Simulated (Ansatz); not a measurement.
CH$_{7}$NSiZn (`[CH3][Zn][SiH2]N`). The species carries charge 0 and has multiplicity 1. The geometry is a stationary point of PBE0-D4/def2-TZVP. It is one conformer, not always the lowest.

```xyz
11

C    -1.468   -1.302   -1.972
Zn   -0.290   -0.289   -0.787
Si    1.161    0.939    0.654
N     0.784    0.607    2.318
H    -0.987   -2.224   -2.308
H    -1.731   -0.718   -2.858
H    -2.397   -1.575   -1.463
H     2.585    0.531    0.459
H     1.154    2.403    0.310
H    -0.180    0.623    2.610
H     1.369    1.005    3.037
```

Question: What is the dipole moment at PBE/def2-TZVPP? (Best estimate.)

Answer: Computed: 1.09 D, with components (-0.85, 0.16, 0.66) D in this frame, pointing from negative to positive charge.

Question: And with r2SCAN, B3LYP, ωB97M-V? (An estimate is asked.)

Answer: Computed: r2SCAN 1.10 D, B3LYP 1.07 D, ωB97M-V 1.08 D.

Question: Give the Mulliken charges with PBE, B3LYP, ωB97M-V in def2-TZVPP. (Estimate.)

Answer: The calculation gave: 
```tsv
atom	PBE	B3LYP	ωB97M-V
C1	-0.44	-0.46	-0.54
Zn2	0.18	0.23	0.26
Si3	0.27	0.33	0.24
N4	-0.39	-0.41	-0.37
H5	0.10	0.09	0.11
H6	0.10	0.09	0.11
H7	0.09	0.09	0.11
H8	-0.08	-0.10	-0.06
H9	-0.10	-0.12	-0.08
H10	0.14	0.12	0.10
H11	0.14	0.13	0.11
```

B3LYP here is the variant with VWN-RPA as its local correlation; programs differ in this.
